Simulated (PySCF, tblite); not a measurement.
Isomers of C5H14N2O2Si, one GFN2-xTB conformer each. Single-point energies are computed at PBE0/pcSseg-1 (PySCF, gas phase, no added dispersion term), electronic only.

Question: Rank them by PBE0/pcSseg-1 energy, lowest first (kcal/mol).
A. `[CH2:1]=[C:2]([CH2:3][O:4][Si@@H:5]([NH2:6])[OH:7])[N:8]([CH3:9])[CH3:10]` with C1–C2–C3–O4 99°, C2–C3–O4–Si5 153°, C3–O4–Si5–N6 -161°, O4–Si5–N6–H -35° and -168°, O4–Si5–O7–H -167°
B. `[CH3:1][C:2](=[O:3])[CH2:4][CH2:5][NH:6][Si@@:7]([CH3:8])([NH2:9])[OH:10]` with C1–C2–C4–C5 92°, C2–C4–C5–N6 -173°, C4–C5–N6–Si7 81°, C5–N6–Si7–C8 178°, N6–Si7–N9–H 141° and -86°

Answer: B (0.0), A (29.8).

As drawn, the lower has a C=O bond and an Si–C bond, which the higher lacks; the higher has a C=C bond outside aromatic rings, which the lower lacks. GFN2-xTB itself gives, in the same order: 13.4, 0.0. GFN2-xTB puts C=C(CO[Si@@H](N)O)N(C)C lowest instead.

Q: Which frontier levels, dipoles and rotational constants go with these structures?

A: 
```
                 SMILES  HOMO (eV, PBE0/pcSseg-1)  LUMO (eV)  dipole (D)       A, B, C (MHz)
 CC(=O)CCN[Si@@](C)(N)O                     -6.61      -0.11        3.75  2259, 518.0, 486.3
C=C(CO[Si@@H](N)O)N(C)C                     -5.49       0.87        2.51  2068, 607.0, 553.0
```

Q: What happens when harmonic zero-point energies from GFN2-xTB frequencies are added?

A: 
```csv
SMILES,ZPE (kcal/mol),electronic (kcal/mol),with ZPE (kcal/mol)
CC(=O)CCN[Si@@](C)(N)O,122.4,0.0,0.0
C=C(CO[Si@@H](N)O)N(C)C,121.4,29.8,28.8
```

The zero-point energies span 1.0 kcal/mol. The order is unchanged.
